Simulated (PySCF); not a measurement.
# What a mistake does to a calculation on ClGeH4OSi

All numbers below are calculated, not measured. They come from PySCF 2.14.0, an open-source quantum chemistry program, on an isolated molecule that a program drew, which may never have been made. The molecule is ClGeH4OSi (charge 0, doublet), drawn as the SMILES string `O[Si](Cl)[GeH3]`.

Each row is a Hartree-Fock (HF) and frozen-core CCSD(T) single point in the cc-pV(D+d)Z basis, meant for a local HF minimum. Run 1 is clean. Each other run has one planted mistake out of seven kinds, and not every kind appears here: one electron removed, one electron added, multiplicity raised by two, geometry at a saddle point, minimal basis STO-3G, one bond length entered in bohr, all coordinates scaled. The reference is restricted for singlets and unrestricted otherwise, and also for a bond in bohr. Adding or removing an electron swaps singlet and doublet. Electrons count all cores. HOMO and LUMO are orbital energies over both spins, the gradient is its largest component, and the lowest frequency (negative if imaginary) is given only where the gradient is small. Bond lengths are over the 7 bonds as drawn. T1 is the CCSD diagnostic: over 0.02 (restricted) or 0.045 (unrestricted) a single reference is doubtful. Germanium has the cc-pVDZ-PP basis, with a core potential (ECP10MDF) in place of its 10 inner electrons, and its 3s, 3p and 3d shells are frozen in CCSD(T).

Geometry of the clean run:
```xyz
8
ClGeH4OSi, angstrom
O    -2.2364    0.0980   -0.4142
Si   -1.1628   -1.0977   -0.0582
Cl   -2.0166   -2.9387   -0.5858
Ge    0.8173   -0.7045   -1.3770
H    -3.1456    0.0132   -0.1633
H     0.4797   -0.7149   -2.8701
H     1.4093    0.6539   -0.9930
H     1.8389   -1.8024   -1.0731
```

| run | electrons | basis functions | <S^2> | HOMO (eV) | LUMO (eV) | gradient (hartree/bohr) | lowest frequency (cm^-1) | mean bond (Å) | longest bond (Å) | T1 | HF (hartree) | CCSD(T) (hartree) | mistake |
|---|---|---|---|---|---|---|---|---|---|---|---|---|---|
| 1 | 75 | 103 | 0.758 | -8.66 | 1.17 | 3.0e-05 | 88 | 1.6704 | 2.411 | 0.0147 | -1119.07295 | -1119.63307 | no fault |
| 2 | 76 | 103 | 0.000 | -0.86 | 8.44 | 8.4e-02 | - | 1.6704 | 2.411 | 0.0126 | -1119.06493 | -1119.65107 | one electron added |
| 3 | 74 | 103 | 0.000 | -17.26 | -6.59 | 6.2e-02 | - | 1.6704 | 2.411 | 0.0183 | -1118.79047 | -1119.35890 | ? |
| 4 | 75 | 103 | 3.765 | -4.35 | -2.53 | 3.5e-02 | - | 1.6704 | 2.411 | 0.0267 | -1118.82872 | -1119.38339 | ? |

**Which mistake was planted in run 3, and what did it cost?**

It counts 74 electrons, one fewer than the clean run, at the same geometry and basis. So the mistake is: one electron removed. Subtracting run 1 and multiplying by 627.51 kcal/mol a hartree, the energy moved by 177.3 kcal/mol in HF and 172.0 kcal/mol in CCSD(T).

**Which mistake was planted in run 4, and what did it cost?**

Electrons, basis and geometry are unchanged, and <S^2> is 3.765, beside S(S+1) = 3.75 for a multiplicity of 4. So the mistake is: multiplicity raised by two. Subtracting run 1 and multiplying by 627.51 kcal/mol a hartree, the energy moved by 153.3 kcal/mol in HF and 156.7 kcal/mol in CCSD(T).

